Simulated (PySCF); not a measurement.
BeHg⁺ at ROHF

Level: ROHF. PySCF, scalar-relativistic core potentials, basis sets Be def2-SVPD, Hg def2-SVPD with ECP60.

- state: ²Σ⁺ (doublet), unpaired electrons σ ↑
- bond length: 4.718 bohr
- harmonic wavenumber: 350 cm⁻¹
- force constant: 0.622 mdyn/Å
- rotational constant Be: 0.3134 cm⁻¹
- anharmonicity ωexe: 2.84 cm⁻¹
- vibration–rotation constant αe: 0.00336 cm⁻¹
- well depth De to Be⁺ + Hg: 1.24 eV
- dissociation energy D0: 1.22 eV
- bond order (Mayer): 0.60
- dipole moment (positive dipole points towards Hg; it is taken about the centre of mass and depends on that origin): -3.62 D

Spin–orbit coupling is left out. For an ion De counts to the pair picked by the measured ionisation energies or electron affinities, which need not be the lowest pair at this level. Hartree–Fock leaves out correlation, which carries a large part of most bond energies and some tenths to 1 eV of ionisation energies. The state was picked by a PBE0 search and need not be the measured ground state.
